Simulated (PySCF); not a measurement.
Si(H)(F)(Br)(vinyl) (C₂H₄BrFSi), SMILES C=C[SiH](F)Br. Atoms are numbered in the order given.

```xyz
9

Si    -0.3607     0.2808     0.7425
F      0.8320     1.2132     1.3360
Br     0.5492    -1.3157    -0.5230
C     -1.4544     1.3594    -0.2888
C     -1.2257     2.6739    -0.4175
H     -1.0272    -0.3846     1.8844
H     -2.3044     0.9062    -0.8144
H     -0.3830     3.1601     0.0851
H     -1.8657     3.3171    -1.0313
```
Charge 0, spin multiplicity 1.

Geometry optimised at B3LYP-D3(BJ)/def2-SVP. The structure was generated by enumeration, and PubChem lists no compound with its InChIKey, so it may never have been made. One conformer was computed; it need not be the lowest.

Calculation: PySCF with TDA-PBE/def2-SVPD.

Vertical excitations. 

| state | energy (eV) | λ (nm) | f | main pairs |
|---|---|---|---|---|
| S1 | 5.14 | 241 | 0.011 | HOMO→LUMO 81 %, HOMO−1→LUMO 17 % |
| S2 | 5.40 | 230 | 0.008 | HOMO−2→LUMO 61 %, HOMO−1→LUMO 35 % |
| S3 | 6.40 | 194 | 0.004 | HOMO−3→LUMO 78 %, HOMO→LUMO+1 16 % |
| S4 | 6.46 | 192 | 0.004 | HOMO→LUMO+1 80 %, HOMO−3→LUMO 16 % |
| S5 | 6.63 | 187 | 0.204 | HOMO−1→LUMO 19 %, HOMO−4→LUMO 19 %, HOMO−1→LUMO+2 15 %, HOMO−2→LUMO 15 % |
| S6 | 6.73 | 184 | 0.001 | HOMO−1→LUMO+1 83 % |
| S7 | 6.87 | 180 | 0.006 | HOMO→LUMO+2 45 %, HOMO−2→LUMO+1 28 %, HOMO−4→LUMO 21 % |
| S8 | 7.03 | 176 | 0.050 | HOMO−2→LUMO+1 36 %, HOMO−4→LUMO 34 %, HOMO−2→LUMO+2 10 %, HOMO−1→LUMO+1 6 % |
| S9 | 7.06 | 175 | 0.051 | HOMO−1→LUMO+2 35 %, HOMO→LUMO+2 33 %, HOMO−2→LUMO+1 12 % |
| S10 | 7.30 | 170 | 0.040 | HOMO−2→LUMO+2 64 %, HOMO−1→LUMO+2 23 % |
| T1 | 4.24 | 293 | 0 | HOMO−1→LUMO 45 %, HOMO→LUMO 30 %, HOMO−2→LUMO 22 % |
| T2 | 4.96 | 250 | 0 | HOMO→LUMO 68 %, HOMO−1→LUMO 24 % |
| T3 | 5.29 | 234 | 0 | HOMO−2→LUMO 70 %, HOMO−1→LUMO 29 % |
| T4 | 5.94 | 209 | 0 | HOMO−3→LUMO 98 % |
Triplets are in the Tamm–Dancoff approximation.
